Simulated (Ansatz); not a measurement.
`O[Si](O)(O)CCCCc1c(F)c(F)c(F)c(F)c1F` with charge +1. The state is a doublet with charge 1. Geometry r2SCAN-D4/def2-SVP, that of the neutral singlet.

```xyz
30

O    -3.5417   -3.3036   -0.3178
Si   -2.0097   -3.7729    0.1126
O    -2.2545   -4.9159    1.2996
O    -1.2416   -4.3648   -1.2321
C    -0.9452   -2.3610    0.6919
C    -0.8107   -1.2454   -0.3511
C     0.0348   -0.0691    0.1270
C     0.1721    1.0265   -0.9386
C     0.9945    2.1909   -0.4650
C     0.4106    3.2840    0.1830
F    -0.9141    3.3213    0.3514
C     1.1659    4.3571    0.6605
F     0.5783    5.3861    1.2627
C     2.5547    4.3381    0.5097
F     3.2867    5.3488    0.9623
C     3.1711    3.2567   -0.1249
F     4.4923    3.2379   -0.2695
C     2.3872    2.1995   -0.5915
F     3.0016    1.1715   -1.1835
H    -4.2298   -3.5292    0.3190
H    -1.4686   -5.2847    1.7186
H    -1.7701   -4.9488   -1.7895
H    -1.3713   -1.9596    1.6307
H     0.0565   -2.7507    0.9572
H    -1.8173   -0.8830   -0.6309
H    -0.3728   -1.6633   -1.2756
H    -0.4114    0.3671    1.0394
H     1.0419   -0.4237    0.4126
H     0.6391    0.6021   -1.8422
H    -0.8283    1.3881   -1.2259
```

Single mean-field runs in def2-TZVP are fitted with def2-universal-jkfit. At PBE-D4/def2-TZVP an occupied level lies above an empty one. At PBE-D4/def2-TZVP the gap within one spin of the charge 1 doublet nearly closes, so an electron or hole may be smeared out by delocalisation error.

**Question.** Estimate the α-spin orbital energies around the gap (eV) in Ansatz with PBE-D4/def2-TZVP, PBE0-D4/def2-TZVP, BHLYP-D4/def2-TZVP.

**Answer.** 
```csv
orbital,PBE-D4/def2-TZVP,PBE0-D4/def2-TZVP,BHLYP-D4/def2-TZVP
HOMO−5,-11.57,-12.91,-14.09
HOMO−4,-11.24,-12.73,-13.94
HOMO−3,-10.99,-12.45,-13.76
HOMO−2,-10.72,-12.04,-13.49
HOMO−1,-10.61,-11.99,-13.02
HOMO,-10.40,-11.87,-12.63
LUMO,-6.12,-5.87,-5.76
LUMO+1,-5.65,-5.25,-4.93
LUMO+2,-5.31,-4.59,-4.02
LUMO+3,-3.39,-2.35,-1.76
LUMO+4,-3.04,-2.19,-1.64
LUMO+5,-2.99,-2.12,-1.24
β HOMO,-10.33,-11.55,-12.51
β LUMO,-10.39,-10.48,-10.13
```
